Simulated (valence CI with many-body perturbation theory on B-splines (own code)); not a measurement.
**Level structure of Pr⁴⁵⁺**

Computed by relativistic CI+MBPT: four valence electrons over a frozen Dirac-Fock core [Ne], a basis of 11 s, 11 p, 10 d, 8 f, 5 g, 2 h functions for each j, with the one-electron correlation potential Σ1 (screened to all orders), the two-electron term Σ2, the three-electron term Σ3, Breit, model QED; selected single and double excitations, second order for the rest, scaled by the run's own slope (own B-spline code, finite nucleus).

No measured spectrum was set against this ion. As an estimate, large intervals hold to a few tenths of a per cent, small ones and those within an open d or f shell to about a per cent. Among the levels kept, up to 550 cm⁻¹ of a level comes from second order outside the variational space, and about a tenth of that is noise between levels of different J, which matters for small intervals.

Levels 91 to 135 of 172, with energies above the lowest level, (3s^2 3p1/2^2) J=0. "Leading %" is the weight of the configuration and term that name the level; weights of strongly mixed levels are sums over their largest components and can fall short, so below about 35 % the name and the second component can differ from the true leading terms, or belong to a minority configuration. In the jj column 3d3/2^4 stands for four electrons in 3d with j = 3/2.

| No. | Configuration | Term | J | E (eV) | Leading % | Leading jj | Second component |
| --- | --- | --- | --- | --- | --- | --- | --- |
| 91 | 3s3p²3d | ³D | 1 | 686.02 | 34 | 3s 3p3/2^2 3d5/2 (62 %) | 22 % 3s3p²3d ³S |
| 92 | 3p³3d | ³F° | 4 | 688.37 | 42 | 3p1/2^2 3p3/2 3d5/2 (89 %) | 26 % 3p³3d ⁵D° |
| 93 | 3s3p²3d | ³D | 3 | 689.31 | 38 | 3s 3p3/2^2 3d5/2 (53 %) | 25 % 3s3p²3d ³F |
| 94 | 3s3p²3d | ³D | 1 | 690.30 | 42 | 3s 3p3/2^2 3d3/2 (64 %) | 20 % 3s3p²3d ¹P |
| 95 | 3p³3d | ³D° | 2 | 692.24 | 33 | 3p1/2^2 3p3/2 3d5/2 (80 %) | 20 % 3p³3d ³P° |
| 96 | 3s3p²3d | ³F | 2 | 693.01 | 26 | 3s 3p3/2^2 3d3/2 (79 %) | 22 % 3s3p²3d ³D |
| 97 | 3s²3d² | ¹S | 0 | 698.13 | 41 | 3s^2 3d5/2^2 (46 %) | 25 % 3s3p²3d ¹S |
| 98 | 3s3p²3d | ³D | 3 | 699.70 | 79 | 3s 3p3/2^2 3d5/2 (92 %) | 6 % 3s3p²3d ¹F |
| 99 | 3p³3d | ³D° | 3 | 700.71 | 16 | 3p1/2^2 3p3/2 3d5/2 (60 %) | 12 % 3p³3d ¹F° |
| 100 | 3s3p²3d | ³F | 4 | 701.70 | 60 | 3s 3p3/2^2 3d5/2 (92 %) | 22 % 3s3p²3d ¹G |
| 101 | 3s3p3d² | ⁵D° | 0 | 703.92 | 68 | 3s 3p1/2 3d3/2^2 (76 %) | 22 % 3s3p3d² ³P° |
| 102 | 3s3p3d² | ⁵F° | 1 | 707.38 | 54 | 3s 3p1/2 3d3/2^2 (79 %) | 30 % 3s3p3d² ³D° |
| 103 | 3s3p²3d | ¹D | 2 | 708.13 | 53 | 3s 3p3/2^2 3d5/2 (78 %) | 28 % 3s3p²3d ³D |
| 104 | 3s3p3d² | ⁵F° | 2 | 709.53 | 37 | 3s 3p1/2 3d3/2 3d5/2 (50 %) | 22 % 3s3p3d² ³D° |
| 105 | 3s3p3d² | ⁵D° | 1 | 709.81 | 40 | 3s 3p1/2 3d3/2 3d5/2 (42 %) | 7 % 3p³3d ³D° |
| 106 | 3s3p3d² | ⁵G° | 3 | 711.18 | 21 | 3s 3p1/2 3d3/2 3d5/2 (71 %) | 15 % 3s3p3d² ⁵F° |
| 107 | 3s3p3d² | ⁵G° | 4 | 711.87 | 54 | 3s 3p1/2 3d3/2 3d5/2 (90 %) | 14 % 3s3p3d² ⁵F° |
| 108 | 3s3p3d² | ⁵P° | 1 | 711.97 | 16 | 3s 3p1/2 3d3/2^2 (64 %) | 16 % 3s3p3d² ⁵D° |
| 109 | 3s3p²3d | ¹D | 2 | 712.06 | 35 | 3s 3p3/2^2 3d5/2 (84 %) | 12 % 3s3p²3d ³P |
| 110 | 3s3p²3d | ³D | 3 | 713.53 | 44 | 3s 3p3/2^2 3d5/2 (84 %) | 30 % 3s3p²3d ¹F |
| 111 | 3s3p3d² | ⁵D° | 2 | 717.55 | 29 | 3s 3p1/2 3d3/2 3d5/2 (53 %) | 14 % 3s3p3d² ⁵P° |
| 112 | 3s3p3d² | ⁵P° | 1 | 719.69 | 37 | 3s 3p1/2 3d3/2 3d5/2 (62 %) | 17 % 3s3p3d² ⁵D° |
| 113 | 3s3p²3d | ³P | 1 | 721.90 | 41 | 3s 3p3/2^2 3d5/2 (88 %) | 36 % 3s3p²3d ¹P |
| 114 | 3s3p3d² | ³G° | 5 | 726.66 | 36 | 3s 3p1/2 3d3/2 3d5/2 (86 %) | 20 % 3s3p3d² ³H° |
| 115 | 3s3p3d² | ³G° | 3 | 727.88 | 41 | 3s 3p1/2 3d3/2 3d5/2 (85 %) | 10 % 3s3p3d² ³F° |
| 116 | 3s3p3d² | ³H° | 4 | 729.06 | 43 | 3s 3p1/2 3d3/2 3d5/2 (88 %) | 19 % 3s3p3d² ³G° |
| 117 | 3s3p3d² | ³F° | 2 | 730.52 | 22 | 3s 3p1/2 3d3/2 3d5/2 (75 %) | 17 % 3s3p3d² ¹D° |
| 118 | 3s3p²3d | ¹D | 2 | 732.76 | 47 | 3s 3p3/2^2 3d5/2 (86 %) | 22 % 3s3p²3d ³P |
| 119 | 3s3p3d² | ³D° | 1 | 734.89 | 48 | 3s 3p1/2 3d3/2 3d5/2 (59 %) | 13 % 3p³3d ⁵D° |
| 120 | 3s3p3d² | ¹S° | 0 | 735.14 | 30 | 3s 3p1/2 3d3/2 3d5/2 (64 %) | 28 % 3s3p3d² ³P° |
| 121 | 3s3p3d² | ⁵D° | 3 | 739.11 | 34 | 3s 3p1/2 3d3/2 3d5/2 (84 %) | 21 % 3s3p3d² ³D° |
| 122 | 3s3p3d² | ⁵D° | 4 | 740.73 | 49 | 3s 3p1/2 3d3/2 3d5/2 (55 %) | 14 % 3s3p3d² ⁵F° |
| 123 | 3s3p3d² | ⁵D° | 2 | 744.46 | 26 | 3s 3p1/2 3d3/2 3d5/2 (88 %) | 16 % 3s3p3d² ⁵S° |
| 124 | 3s3p3d² | ³F° | 2 | 751.22 | 21 | 3s 3p1/2 3d3/2 3d5/2 (68 %) | 14 % 3s3p3d² ³D° |
| 125 | 3s3p3d² | ³G° | 3 | 752.27 | 34 | 3s 3p1/2 3d3/2 3d5/2 (82 %) | 17 % 3s3p3d² ¹F° |
| 126 | 3s3p3d² | ³F° | 4 | 752.88 | 43 | 3s 3p1/2 3d5/2^2 (56 %) | 19 % 3s3p3d² ³G° |
| 127 | 3s3p3d² | ³D° | 1 | 755.58 | 35 | 3s 3p1/2 3d3/2 3d5/2 (70 %) | 9 % 3s3p3d² ¹P° |
| 128 | 3s3p3d² | ⁵G° | 5 | 758.42 | 27 | 3s 3p1/2 3d5/2^2 (81 %) | 23 % 3s3p3d² ³H° |
| 129 | 3s3p3d² | ³D° | 2 | 759.03 | 23 | 3s 3p1/2 3d5/2^2 (86 %) | 16 % 3s3p3d² ³P° |
| 130 | 3s3p3d² | ³F° | 3 | 767.53 | 28 | 3s 3p1/2 3d5/2^2 (82 %) | 17 % 3s3p3d² ⁵D° |
| 131 | 3s3p3d² | ³H° | 4 | 767.67 | 22 | 3s 3p1/2 3d5/2^2 (70 %) | 18 % 3s3p3d² ³G° |
| 132 | 3p³3d | ⁵D° | 3 | 768.91 | 16 | 3s 3p1/2 3d5/2^2 (62 %) | 14 % 3s3p3d² ³G° |
| 133 | 3p³3d | ³F° | 2 | 771.00 | 44 | 3p1/2 3p3/2^2 3d3/2 (78 %) | 17 % 3p³3d ³D° |
| 134 | 3s3p3d² | ³D° | 2 | 773.65 | 20 | 3s 3p1/2 3d5/2^2 (65 %) | 13 % 3s3p3d² ³F° |
| 135 | 3s3p3d² | ³P° | 0 | 777.08 | 64 | 3s 3p1/2 3d5/2^2 (70 %) | 15 % 3p³3d ¹S° |

Where two levels of one J and parity lie close, their mixing, g and order are uncertain.
